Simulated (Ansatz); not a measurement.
Potential energy curve for CH (cation, charge +1), singlet.

RHF/cc-pVDZ (Ansatz, a first-principles code); RMP2 = MP2 on RHF/cc-pVDZ, frozen core (Ansatz); UHF/cc-pVDZ (Ansatz); UMP2 = MP2 on UHF/cc-pVDZ, frozen core (Ansatz); RKS-B3LYP = Ansatz with restricted B3LYP/cc-pVDZ; UKS-B3LYP = unrestricted B3LYP/cc-pVDZ run with Ansatz; RKS-PBE = restricted PBE/cc-pVDZ (Ansatz); UKS-PBE = Ansatz with unrestricted PBE/cc-pVDZ; FCI = full CI/cc-pVDZ, frozen core (Ansatz).

All curves are set to zero at 1.14 Å and compared with full CI in the same basis at 1.14, 1.17, 1.19, 1.26, 1.33, 1.42, 1.55, 1.71, 1.88, 2.05, 2.31, 2.50, 2.81, 3.06, 3.46, 3.94, 4.49 Å.

**Question.** Which method stays most parallel to full CI over these points, and which least?

**Answer.** UKS-B3LYP has the smallest spread and RHF the largest. In order (kJ/mol): UKS-B3LYP 38.96, UKS-PBE 78.32, RKS-PBE 83.29, UMP2 85.30, UHF 112.88, RKS-B3LYP 125.80, RMP2 144.67, RHF 327.75.

Errors against full CI at some of the points (kJ/mol):

```tsv
method	1.42 Å	1.71 Å	2.31 Å	2.81 Å	4.49 Å
UKS-B3LYP	-3.7	-4.6	-14.9	-33.9	-39.0
UKS-PBE	-13.3	-23.2	-36.4	-61.0	-78.3
RKS-PBE	-14.3	-20.9	-1.9	26.1	62.4
UMP2	10.9	45.3	12.4	-17.2	-27.9
UHF	24.0	47.8	-20.2	-52.3	-65.1
RKS-B3LYP	-4.2	-2.4	29.9	66.7	121.2
RMP2	9.4	24.9	71.8	111.7	131.8
RHF	22.6	53.6	136.9	206.7	327.8
```

The restricted form behind RHF, RMP2, RKS-B3LYP, RKS-PBE keeps the bonding electrons paired and can't separate into open-shell fragments. The T1 diagnostic of CCSD on the restricted reference of RMP2 exceeds 0.045 at 2.05 to 4.49 Å. The unrestricted determinant behind UHF, UMP2 is spin-contaminated at 0.84 to 4.49 Å (<S²> up to 1.1, against 0.00 for a pure singlet). The unrestricted determinant behind UKS-B3LYP, UKS-PBE is spin-contaminated at 0.84 to 4.49 Å (<S²> up to 1.0, against 0.00 for a pure singlet).
